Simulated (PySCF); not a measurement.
## Correlation energy of V (vanadium, neutral)

[Ar] 3d3 4s2, high-spin 4F determinant. All numbers are calculated (PySCF 2.14, the spin-free X2C one-electron Hamiltonian (Gaussian nucleus), in ANO-RCC-VTZP (6s5p3d2f1g, 59 functions)). Frozen: [Ar]; 5 electrons correlated.

```
  level  correlation energy (mhartree)
   CCSD                         -73.04
    (T)                          -2.36
CCSD(T)                         -75.40
```

Diagnostics: T1 = 0.025, D1 = 0.0661, largest double amplitude 0.121.

Cost of the coupled-cluster step: of the order of 2.4 core-seconds, for 5 correlated electrons.
